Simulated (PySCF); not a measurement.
Species: methylcyanodiacetylene, C6H3N.
Atom-mapped SMILES: `[CH3:1][C:2]#[C:3][C:4]#[C:5][C:6]#[N:7]` (hydrogens: H8, H9, H10 on C1)

The same species was optimised twice, with GFN2-xTB and with PBE0-D3(BJ)/def2-SVP (PySCF), and the same property calculations (PySCF, gas phase) were run on both structures.

| coordinate | GFN2-xTB | PBE0-D3(BJ)/def2-SVP | change |
| --- | --- | --- | --- |
| C5–C6 (Å) | 1.353 | 1.369 | +0.016 |
| C3–C4 (Å) | 1.347 | 1.361 | +0.014 |
| C6≡N7 (Å) | 1.152 | 1.165 | +0.013 |
| C2≡C3 (Å) | 1.210 | 1.220 | +0.010 |
| C1–C2 (Å) | 1.436 | 1.445 | +0.009 |
| C4≡C5 (Å) | 1.218 | 1.224 | +0.006 |
| C2–C3–C4 (°) | 179.9 | 180.0 | +0.1 |
| C4–C5–C6 (°) | 180.0 | 180.0 | 0.0 |
| C5–C6–N7 (°) | 180.0 | 180.0 | 0.0 |
| C1–C2–C3 (°) | 180.0 | 179.9 | -0.1 |
| C3–C4–C5 (°) | 180.0 | 180.0 | 0.0 |

Rotational constants: A = 159166, B = 788.6, C = 788.6 MHz (GFN2-xTB) against A = 157736, B = 774.6, C = 774.6 MHz (PBE0-D3(BJ)/def2-SVP). Point groups within 0.08 Å: C3v and C3v.

On the GFN2-xTB structure: HOMO (eV) -7.82 [PBE0/pcSseg-1]; LUMO (eV) -2.10 [PBE0/pcSseg-1]; dipole (D) 6.51 [PBE0/pcSseg-1]; GIAO shielding of C1 (ppm) 181.6 [PBE0/pcSseg-1]; GIAO shielding of C2 (ppm) 101.5 [PBE0/pcSseg-1]; GIAO shielding of C3 (ppm) 114.8 [PBE0/pcSseg-1]; GIAO shielding of C4 (ppm) 115.0 [PBE0/pcSseg-1]; GIAO shielding of C5 (ppm) 132.0 [PBE0/pcSseg-1]; GIAO shielding of C6 (ppm) 74.3 [PBE0/pcSseg-1]; GIAO shielding of N7 (ppm) -37.3 [PBE0/pcSseg-1].

**Question.** What do these properties become on the PBE0-D3(BJ)/def2-SVP structure?

**Answer.** 
```json
{"property": "HOMO (eV)", "level": "PBE0/pcSseg-1", "on GFN2-xTB": "-7.82", "on PBE0-D3(BJ)/def2-SVP": "-7.83", "change": "-0.01"}
{"property": "LUMO (eV)", "level": "PBE0/pcSseg-1", "on GFN2-xTB": "-2.10", "on PBE0-D3(BJ)/def2-SVP": "-2.16", "change": "-0.06"}
{"property": "dipole (D)", "level": "PBE0/pcSseg-1", "on GFN2-xTB": "6.51", "on PBE0-D3(BJ)/def2-SVP": "6.52", "change": "+0.01"}
{"property": "energy, GFN2-xTB geometry as zero (kcal/mol)", "level": "PBE0/pcSseg-1", "on GFN2-xTB": "0.0", "on PBE0-D3(BJ)/def2-SVP": "0.0", "change": "0.0"}
{"property": "GIAO shielding of C1 (ppm)", "level": "PBE0/pcSseg-1", "on GFN2-xTB": "181.6", "on PBE0-D3(BJ)/def2-SVP": "179.2", "change": "-2.4"}
{"property": "GIAO shielding of C2 (ppm)", "level": "PBE0/pcSseg-1", "on GFN2-xTB": "101.5", "on PBE0-D3(BJ)/def2-SVP": "101.2", "change": "-0.3"}
{"property": "GIAO shielding of C3 (ppm)", "level": "PBE0/pcSseg-1", "on GFN2-xTB": "114.8", "on PBE0-D3(BJ)/def2-SVP": "113.5", "change": "-1.3"}
{"property": "GIAO shielding of C4 (ppm)", "level": "PBE0/pcSseg-1", "on GFN2-xTB": "115.0", "on PBE0-D3(BJ)/def2-SVP": "114.8", "change": "-0.2"}
{"property": "GIAO shielding of C5 (ppm)", "level": "PBE0/pcSseg-1", "on GFN2-xTB": "132.0", "on PBE0-D3(BJ)/def2-SVP": "130.9", "change": "-1.1"}
{"property": "GIAO shielding of C6 (ppm)", "level": "PBE0/pcSseg-1", "on GFN2-xTB": "74.3", "on PBE0-D3(BJ)/def2-SVP": "72.1", "change": "-2.2"}
{"property": "GIAO shielding of N7 (ppm)", "level": "PBE0/pcSseg-1", "on GFN2-xTB": "-37.3", "on PBE0-D3(BJ)/def2-SVP": "-42.1", "change": "-4.8"}
```

The heavy atoms differ by 0.023 Å rms after alignment. Among bonds between heavy atoms C5–C6 changes most (+0.016 Å). Changes are differences of the printed values. Neither structure is proved a minimum here.
